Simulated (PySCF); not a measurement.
Species: C3H2F2O2Si.
Bonds: O1–C2 (double), C2–C3, C3–C4 (double), C4–Si5, Si5–F6, Si5–F7, Si5–O8, C3–O8. Hydrogens: H9 on C2; H10 on C4.

The same species was optimised twice, with GFN2-xTB and with PBE0-D3(BJ)/def2-SVP (PySCF), and the same property calculations (PySCF, gas phase) were run on both structures.

```csv
coordinate,GFN2-xTB,PBE0-D3(BJ)/def2-SVP,change
C4–Si5 (Å),1.881,1.821,-0.060
Si5–O8 (Å),1.669,1.712,+0.043
C2–C3 (Å),1.460,1.491,+0.031
C3–O8 (Å),1.402,1.385,-0.017
Si5–F7 (Å),1.585,1.598,+0.013
Si5–F6 (Å),1.585,1.598,+0.013
C3=C4 (Å),1.348,1.354,+0.006
O1=C2 (Å),1.203,1.200,-0.003
C3–O8–Si5 (°),92.2,86.1,-6.1
C4–C3–O8 (°),106.3,111.5,+5.2
C2–C3–C4 (°),134.5,130.8,-3.7
C4–Si5–O8 (°),76.4,79.6,+3.2
C3–C4–Si5 (°),85.2,82.8,-2.4
F6–Si5–F7 (°),103.6,105.8,+2.2
C4–Si5–F6 (°),123.5,121.4,-2.1
O1–C2–C3 (°),124.3,122.3,-2.0
O1–C2–C3–C4 (°),0,0,0
```

Rotational constants: A = 4909, B = 948.7, C = 922.8 MHz (GFN2-xTB) against A = 4641, B = 980.2, C = 953.4 MHz (PBE0-D3(BJ)/def2-SVP). Point groups within 0.08 Å: Cs and Cs. Atoms that the bonding makes alike are paired by their places after alignment.

On the GFN2-xTB structure: HOMO (eV) -8.01 [PBE0/pcSseg-1]; LUMO (eV) -3.05 [PBE0/pcSseg-1]; dipole (D) 0.65 [PBE0/pcSseg-1]; GIAO shielding of O1 (ppm) -426.7 [PBE0/pcSseg-1]; GIAO shielding of C2 (ppm) -2.7 [PBE0/pcSseg-1]; GIAO shielding of C3 (ppm) 17.1 [PBE0/pcSseg-1]; GIAO shielding of C4 (ppm) 68.3 [PBE0/pcSseg-1]; GIAO shielding of Si5 (ppm) 410.3 [PBE0/pcSseg-1]; GIAO shielding of F6/F7 (mean) (ppm) 322.4 [PBE0/pcSseg-1]; GIAO shielding of O8 (ppm) 155.7 [PBE0/pcSseg-1].

What do these properties become on the PBE0-D3(BJ)/def2-SVP structure?

```csv
property,level,on GFN2-xTB,on PBE0-D3(BJ)/def2-SVP,change
HOMO (eV),PBE0/pcSseg-1,-8.01,-8.07,-0.06
LUMO (eV),PBE0/pcSseg-1,-3.05,-2.96,+0.09
dipole (D),PBE0/pcSseg-1,0.65,0.28,-0.37
"energy, GFN2-xTB geometry as zero (kcal/mol)",PBE0/pcSseg-1,0.0,-3.8,-3.8
GIAO shielding of O1 (ppm),PBE0/pcSseg-1,-426.7,-414.6,+12.1
GIAO shielding of C2 (ppm),PBE0/pcSseg-1,-2.7,-3.5,-0.8
GIAO shielding of C3 (ppm),PBE0/pcSseg-1,17.1,11.9,-5.2
GIAO shielding of C4 (ppm),PBE0/pcSseg-1,68.3,81.4,+13.1
GIAO shielding of Si5 (ppm),PBE0/pcSseg-1,410.3,410.0,-0.3
GIAO shielding of F6/F7 (mean) (ppm),PBE0/pcSseg-1,322.4,319.2,-3.2
GIAO shielding of O8 (ppm),PBE0/pcSseg-1,155.7,162.1,+6.4
```

The heavy atoms differ by 0.065 Å rms after alignment (one structure mirrored). Among bonds between heavy atoms C4–Si5 changes most (-0.060 Å). Changes are differences of the printed values. Neither structure is proved a minimum here.

Shape of the structure used: `[O:1]=[CH:2][C:3]1=[CH:4][Si:5]([F:6])([F:7])[O:8]1`: O1–C2–C3–C4 0°.
